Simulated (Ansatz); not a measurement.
`CN[SiH](C)S`, relaxed with RKS PBE0-D4/def2-TZVP in Ansatz from a PBE-D4/def2-SVP geometry. The force threshold is 0.005 eV/Å; the program also tests the step.

Charge 0, multiplicity 1.

Start:

```xyz
14

C    -1.251    1.330   -0.948
N    -1.206    0.151   -0.103
Si    0.175   -0.478    0.747
C     1.714   -0.220   -0.304
S    -0.320   -2.570    1.059
H    -1.554    2.264   -0.415
H    -1.954    1.194   -1.799
H    -0.252    1.520   -1.390
H    -2.119   -0.144    0.252
H     0.448    0.078    2.131
H     2.574   -0.738    0.166
H     1.571   -0.639   -1.321
H     1.977    0.854   -0.395
H     0.197   -2.602    2.319
```

| step | energy (eV) | largest force (eV/Å) | largest move (Å) |
| --- | --- | --- | --- |
| 1 | -22416.3408 | 0.586 | 0.000 |
| 2 | -22416.4012 | 0.272 | 0.037 |
| 3 | -22416.4080 | 0.098 | 0.031 |
| 4 | -22416.4085 | 0.042 | 0.042 |
| 5 | -22416.4092 | 0.035 | 0.018 |
| 6 | -22416.4092 | 0.024 | 0.002 |
| 7 | -22416.4093 | 0.009 | 0.015 |
| 8 | -22416.4093 | 0.011 | 0.015 |
| 9 | -22416.4093 | 0.003 | 0.006 |

End:

```xyz
14

C    -1.231    1.324   -0.934
N    -1.198    0.134   -0.114
Si    0.161   -0.476    0.727
C     1.691   -0.224   -0.302
S    -0.321   -2.539    1.066
H    -1.504    2.230   -0.378
H    -1.939    1.210   -1.760
H    -0.249    1.496   -1.378
H    -2.104   -0.153    0.223
H     0.414    0.101    2.083
H     2.538   -0.718    0.180
H     1.570   -0.651   -1.300
H     1.939    0.836   -0.401
H     0.234   -2.570    2.288
```

Run time 23 s (4 threads of a server CPU on a shared host); peak host memory 0.66 GiB.
